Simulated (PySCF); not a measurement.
**Run times: cobalt in even-tempered 18s11p6d5f5g**

Measured wall times of calculations with PySCF 2.14 in an uncontracted even-tempered set (18 s from 3.4 bohr⁻², ratio 2.2; 11 p from 4.4 bohr⁻², ratio 2.2; 6 d from 23 bohr⁻², ratio 2.4; 5 f from 35 bohr⁻², ratio 2.4; 5 g from 53 bohr⁻², ratio 2.4), with no relativity, point nucleus, run from one Python driver. Hardware: 1 thread of Neoverse-N1 on a shared host, 1.3 GiB allowed. The two-electron integrals over 161 functions were computed once and kept in memory (3.1 CPU seconds with the set-up); the times below exclude them. Kohn-Sham runs start from converged Hartree-Fock orbitals.

Launch command (the driver calls PySCF for each step listed in the task file):

```bash
OMP_NUM_THREADS=1 python atomrun2.py TASK.json OUT
```

| species | step | iterations | wall time (s) |
| --- | --- | --- | --- |
| Co¹⁷⁺ [Ne] | UHF with spin-orbit constants | 1 | 33 |
| Co¹⁷⁺ [Ne] | LDA | 4 | 1.5 |
| Co¹⁷⁺ [Ne] | PBE | 4 | 1.7 |
| Co¹⁷⁺ [Ne] | PBE0 | 4 | 5.6 |
| Co¹⁷⁺ [Ne] | r2SCAN | 4 | 4.3 |
| Co¹⁷⁺ [Ne] | r2SCANh | 4 | 8.2 |
| Co¹⁷⁺ [Ne] | TPSSh | 4 | 8.2 |
| Co¹⁷⁺ [Ne] | MP2 (10 electrons) |  | 8.5 |
| Co¹⁸⁺ [He] 2s2 2p5 | UHF with spin-orbit constants | 4 | 34 |
| Co¹⁸⁺ [He] 2s2 2p5 | LDA | 4 | 1.5 |
| Co¹⁸⁺ [He] 2s2 2p5 | PBE | 4 | 1.6 |
| Co¹⁸⁺ [He] 2s2 2p5 | PBE0 | 4 | 5.6 |
| Co¹⁸⁺ [He] 2s2 2p5 | r2SCAN | 4 | 4.2 |
| Co¹⁸⁺ [He] 2s2 2p5 | r2SCANh | 4 | 8.1 |
| Co¹⁸⁺ [He] 2s2 2p5 | TPSSh | 4 | 8.1 |
| Co¹⁸⁺ [He] 2s2 2p5 | MP2 (9 electrons) |  | 7.9 |

Peak memory of the process: 0.96 GiB. Times on a shared host vary from run to run.
